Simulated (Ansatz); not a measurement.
Species: GeBr (charge 0, doublet). 
Coordinates optimised at B3LYP-D3(BJ)/def2-TZVP (Ansatz, a program for electronic structure):
```
Ge
Br 1 2.3528
```
Charge 0, spin multiplicity 2.

Basis-set convergence of Hartree-Fock and CCSD(T) correlation energies (hartree) with Ansatz. Valence correlation only, unless marked. UHF or UKS for open shells. Spin-orbit coupling is left out. Frozen are the shells of the preceding noble gas and the d and f shells that filled before the atom's block. Non-relativistic.

| basis | functions | E(HF) | E(corr, CCSD(T)) |
|---|---|---|---|
| def2-SVP | 64 | -4647.22458 | -0.20330 |
| def2-TZVPP | 96 | -4647.80599 | -0.26424 |
| def2-QZVPP | 178 | -4647.89727 | -0.28713 |

Extrapolating the two largest sets (X = 3 and 4) as X^-3: E(corr) = (64·(-0.28713) - 27·(-0.26424))/37 = -0.3038 Eh, an estimate of the basis-set limit. The largest set recovers 94.5 % of it, the smallest 66.9 %.
